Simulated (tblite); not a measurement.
Compound: C6H10BF3.
Atom-mapped SMILES: `[CH3:1]/[C:2]([CH2:3][F:4])=[C:5](/[CH3:6])[CH2:7][B:8]([F:9])[F:10]` (hydrogens: H11, H12, H13 on C1; H14, H15 on C3; H16, H17, H18 on C6; H19, H20 on C7)

Computed with GFN2-xTB (tblite), gas phase: L-BFGS steps from a force-field or distance-geometry start until the largest atomic force falls under 0.01 eV/Å.

Step 28: E = -910.4346 eV
```
atom  x, y, z in Å  |  force x, y, z in eV/Å
C1      1.4294   -1.5207   -0.1167   -0.021   0.023   0.016
C2      0.9535   -0.0986    0.0642   -0.012   0.017  -0.012
C3      2.0575    0.7574    0.6305   -0.001  -0.017   0.010
F4      1.7437    2.0657    0.8863   -0.008  -0.017  -0.011
C5     -0.2738    0.3170   -0.2495    0.017   0.011  -0.034
C6     -0.7630    1.7306   -0.0878    0.004  -0.019  -0.001
C7     -1.3163   -0.6319   -0.8206    0.022   0.022  -0.006
B8     -2.5023   -0.8097    0.2120   -0.009  -0.007  -0.006
F9     -3.4893    0.0557    0.3308    0.000  -0.016   0.000
F10    -2.5897   -1.8219    1.0519    0.047  -0.007  -0.012
H11     0.8213   -2.2096    0.4665   -0.012  -0.010  -0.022
H12     1.3837   -1.8164   -1.1645   -0.018  -0.001   0.034
H13     2.4613   -1.6187    0.2131   -0.023  -0.004  -0.008
H14     2.9086    0.7757   -0.0645   -0.011   0.011   0.008
H15     2.3859    0.3304    1.5872    0.031   0.020   0.021
H16    -0.7643    2.0199    0.9618    0.017   0.014  -0.023
H17    -0.1233    2.4295   -0.6234   -0.013  -0.014   0.024
H18    -1.7768    1.8278   -0.4669    0.026   0.000   0.004
H19    -0.8634   -1.5886   -1.0687   -0.021   0.003   0.009
H20    -1.6877   -0.1829   -1.7448   -0.016  -0.007   0.010
```

Step 29: E = -910.4350 eV
```
atom  x, y, z in Å  |  force x, y, z in eV/Å
C1      1.4285   -1.5206   -0.1155   -0.021   0.018   0.013
C2      0.9521   -0.0984    0.0651    0.022   0.007  -0.010
C3      2.0579    0.7572    0.6310   -0.007  -0.017   0.008
F4      1.7441    2.0658    0.8867   -0.003  -0.026  -0.010
C5     -0.2749    0.3168   -0.2498    0.028   0.030  -0.018
C6     -0.7621    1.7310   -0.0881    0.006  -0.003  -0.006
C7     -1.3177   -0.6312   -0.8211    0.030   0.023   0.000
B8     -2.5016   -0.8130    0.2121   -0.011  -0.003  -0.002
F9     -3.4908    0.0498    0.3295   -0.012  -0.007   0.004
F10    -2.5863   -1.8242    1.0532    0.049  -0.015  -0.008
H11     0.8197   -2.2097    0.4671   -0.006  -0.007  -0.021
H12     1.3831   -1.8170   -1.1634   -0.019   0.003   0.036
H13     2.4607   -1.6186    0.2140   -0.033  -0.004  -0.007
H14     2.9092    0.7758   -0.0649   -0.032   0.007   0.021
H15     2.3873    0.3303    1.5882    0.021   0.027   0.000
H16    -0.7622    2.0233    0.9608    0.008   0.000  -0.026
H17    -0.1217    2.4288   -0.6238   -0.001  -0.012   0.015
H18    -1.7745    1.8307   -0.4694    0.012  -0.005   0.014
H19    -0.8638   -1.5862   -1.0721   -0.017  -0.010   0.001
H20    -1.6923   -0.1799   -1.7424   -0.013  -0.006  -0.003
```

Problem. Estimate the geometry and energy of step 30. (The exact step hangs on the optimiser's Hessian estimate; all steps are aligned on step 29, rigid shifts and turns removed.)

Solution. E = -910.4355 eV, largest force 0.051 eV/Å
```
atom  x, y, z in Å  |  force x, y, z in eV/Å
C1      1.4271   -1.5202   -0.1139   -0.018   0.004   0.007
C2      0.9510   -0.0981    0.0659    0.046  -0.004  -0.003
C3      2.0582    0.7566    0.6317   -0.010  -0.011   0.006
F4      1.7446    2.0654    0.8870   -0.001  -0.024  -0.006
C5     -0.2756    0.3172   -0.2505    0.033   0.038  -0.001
C6     -0.7609    1.7314   -0.0887    0.007   0.017  -0.012
C7     -1.3188   -0.6298   -0.8216    0.026   0.017   0.005
B8     -2.5009   -0.8169    0.2123   -0.003   0.004   0.002
F9     -3.4930    0.0424    0.3282   -0.022  -0.003   0.008
F10    -2.5815   -1.8272    1.0546    0.047  -0.019  -0.005
H11     0.8180   -2.2099    0.4674   -0.006  -0.004  -0.013
H12     1.3823   -1.8176   -1.1613   -0.021   0.007   0.025
H13     2.4595   -1.6184    0.2150   -0.036  -0.004  -0.001
H14     2.9093    0.7759   -0.0651   -0.042   0.000   0.026
H15     2.3892    0.3305    1.5892    0.009   0.028  -0.017
H16    -0.7597    2.0272    0.9591   -0.002  -0.014  -0.020
H17    -0.1195    2.4278   -0.6241    0.017   0.000  -0.001
H18    -1.7717    1.8339   -0.4722   -0.007  -0.011   0.021
H19    -0.8646   -1.5834   -1.0764   -0.011  -0.017  -0.006
H20    -1.6980   -0.1761   -1.7395   -0.007  -0.004  -0.014
```

The energy changes by -0.0005 eV. The first-order estimate −F·Δx gives -0.0006 eV and the mean of the old and new forces, exact on a quadratic surface, -0.0005 eV. The step makes an angle of 73° with the force vector and moves no atom by more than 0.008 Å.

The cost below is that of the whole relaxation. Hardware: one thread of an Arm Neoverse N1, shared host with 64 logical CPUs at a one-minute load of 59. Cost: 2.4 s wall.
